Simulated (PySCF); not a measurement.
## Sb⁻ (antimony, charge -1) across methods

[Kr] 4d10 5s2 5p4, high-spin 3P determinant. All numbers are calculated (PySCF 2.14, a scalar-relativistic core potential, in aug-cc-pVTZ-PP with one added diffuse shell each of d, f type with ECP28MDF (6s5p5d3f, 67 functions)). The B2PLYP total includes its PT2 part (frozen core); its orbital energies are those of the SCF part.

```csv
method,E (hartree),mean ε 5s β (eV),mean ε 5p α (eV),mean ε 5p β (eV),Σ⟨r²⟩ (bohr²),⟨S²⟩
wB97M-V,-240.2121,-9.215,-2.096,-0.964,83.69,2.006
PBE0,-240.2554,-6.882,-0.309,0.763,83.87,2.008
UHF,-239.27555,-8.924,-2.466,-0.724,84.16,2.022
BLYP,-240.1995,-5.995,0.743,1.496,86.84,2.006
PBE,-240.2421,-5.929,0.525,1.443,85.64,2.007
LDA,-239.8808,-6.302,0.446,1.334,85.54,2.005
r2SCAN,-240.3430,-5.906,0.281,1.329,84.02,2.014
B2PLYP,-239.9708,-7.788,-0.981,0.209,84.44,2.010
BHandHLYP,-240.1866,-7.910,-0.945,0.125,83.81,2.008
```

Energies and moments cover only the electrons outside the core potential.

The highest occupied level is positive at PBE0, BLYP, PBE, LDA, r2SCAN, B2PLYP, BHandHLYP: only the finite basis holds that electron, which in a density functional comes from self-interaction.
